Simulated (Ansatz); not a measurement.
Frontier orbitals of C$_{6}$H$_{15}$FO$_{3}$Si (`CCO[Si](F)(OCC)OCC`).

```tsv
atom	x (Å)	y (Å)	z (Å)
C1	3.029	2.237	-0.931
C2	2.459	1.111	-0.107
O3	1.170	0.779	-0.601
Si4	0.217	-0.394	-0.036
F5	0.986	-1.789	-0.164
O6	-1.144	-0.470	-0.901
C7	-1.225	-0.721	-2.296
C8	-2.674	-0.752	-2.709
O9	-0.126	-0.131	1.519
C10	-0.910	-0.977	2.348
C11	-0.953	-0.400	3.740
H12	4.020	2.511	-0.564
H13	2.384	3.116	-0.877
H14	3.118	1.939	-1.978
H15	2.378	1.407	0.945
H16	3.110	0.231	-0.157
H17	-0.686	0.065	-2.837
H18	-0.740	-1.677	-2.526
H19	-2.757	-0.940	-3.782
H20	-3.156	0.202	-2.485
H21	-3.208	-1.541	-2.176
H22	-0.474	-1.983	2.363
H23	-1.920	-1.057	1.932
H24	0.052	-0.329	4.158
H25	-1.556	-1.035	4.393
H26	-1.392	0.599	3.727
```

Total charge 0; spin multiplicity 1. All single points use the PBE0-D4/def2-TZVP geometry. It is one conformer, not always the lowest. Basis def2-TZVPP, Ansatz 0.2.0.

Orbital energies of one run (eV). Highest occupied ones, from the top: -7.18, -7.18, -7.54, -7.97, -7.98, -8.10, -9.34, -9.34, -9.43, -9.71, -9.71, -9.90, -10.46, -10.46. Empty: 0.47, 0.93, 0.93, 1.36, 1.62, 1.72.

Q: Which functional gave them?
A. PBE0
B. B97M-V
C. ωB97M-V
D. r2SCAN0

A: B. HOMO energies: B97M-V -7.18, PBE0 -8.29, ωB97M-V -10.71, r2SCAN0 -8.53 eV.
